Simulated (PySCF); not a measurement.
Fractional electron number in Hf (hafnium, neutral)

The 5d alpha orbital of [Xe] 4f14 5d2 6s2 is emptied in steps (occupation f), with all orbitals relaxed, ending at [Xe] 4f14 5d1 6s2. Computed with PySCF 2.14 in aug-cc-pVTZ-PP with ECP60MDF, with scalar relativity through the core potential. The exact energy is a straight line in f; departures are measured from the line between the end points of the same method.

| f | PBE0 (eV) |
| --- | --- |
| 1 | 0.000 |
| 0.8 | -0.406 |
| 0.6 | -0.614 |
| 0.4 | -0.617 |
| 0.2 | -0.413 |
| 0 | 0.000 |

```json
{"method": "PBE0", "E(f=0) − E(f=1) (eV)": "7.037", "−ε at f=1 (eV)": "4.521", "−ε at f=0.4 (eV)": "7.538"}
```

Orbital energy along the path (eV):

| f | PBE0 |
| --- | --- |
| 1 | -4.521 |
| 0.8 | -5.497 |
| 0.6 | -6.506 |
| 0.4 | -7.538 |
| 0.2 | -8.581 |
| 0 | -9.620 |

Reference removal energy between the ground levels: 6.825 eV (measured; NIST Atomic Spectra Database, ionization energies). The calculation has no spin-orbit coupling.
